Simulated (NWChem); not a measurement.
[Br][AlH][Br] (AlHBr2), optimised at PBE0/def2-SVP with NWChem:

```
Item                               Result
---------------------------------  ------
highest occupied level (eV)         -8.57
orbital gap (eV)                     6.96
dipole (D)                           0.90
highest harmonic frequency (cm⁻¹)    2013
zero-point energy (kcal/mol)          5.8
```

This build's default masses of Se (78.918 u) and Br (79.917 u) are each other's, which moves their modes by up to 0.6 %.

**Question.** One Br atom is replaced by Cl, giving [Cl][AlH][Br] (AlHBrCl), optimised at the same level. How do these values move?

**Answer.** 
```
quantity                           new value  change
---------------------------------  ---------  ------
highest occupied level (eV)            -8.69   -0.12
orbital gap (eV)                        7.21   +0.25
dipole (D)                              1.00   +0.10
highest harmonic frequency (cm⁻¹)       2021      +8
zero-point energy (kcal/mol)             6.1    +0.3
```
